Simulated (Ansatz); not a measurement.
C₂H₅Cl₂Ga, SMILES `C[CH2][Ga]([Cl])[Cl]`. Total charge 0; spin multiplicity 1.

Z-matrix (Å, degrees):
```
C
C 1 1.522
H 1 1.092 2 111.8
H 1 1.092 2 111.8 3 -120.0
H 1 1.093 2 110.8 3 120.0
Ga 2 1.956 1 114.4 3 60.0
H 2 1.094 1 111.7 3 -60.8
H 2 1.094 1 111.7 3 -179.2
Cl 6 2.140 2 123.5 1 -180.0
Cl 6 2.142 2 122.5 1 -0.0
```

(1) List the harmonic frequencies (cm⁻¹, unscaled) at PBE0-D4/def2-TZVP in Ansatz. (Best estimate.)

(2) Is this a minimum?

(3) Give the ideal-gas thermochemistry at 298.15 K and 1 bar (rigid rotor, harmonic oscillator; point group Cs, symmetry number 1).

## Answers

(1) Ansatz gave: 30, 81, 119, 129, 223, 265, 394, 434, 569, 646, 952, 975, 1054, 1227, 1252, 1415, 1443, 1490, 1495, 3049, 3057, 3097, 3117, 3131.

(2) Yes, all 24 modes are real.

(3) Zero-point energy 177.3 kJ/mol; H(298) − E = 200.6 kJ/mol; entropy 387.5 J/(mol·K), of which translation 172.9, rotation 120.5, vibration 94.1; G(298) − E = 85.1 kJ/mol. Modes under 100 cm⁻¹ are hindered rotations or soft bends, so the harmonic entropy is rough.
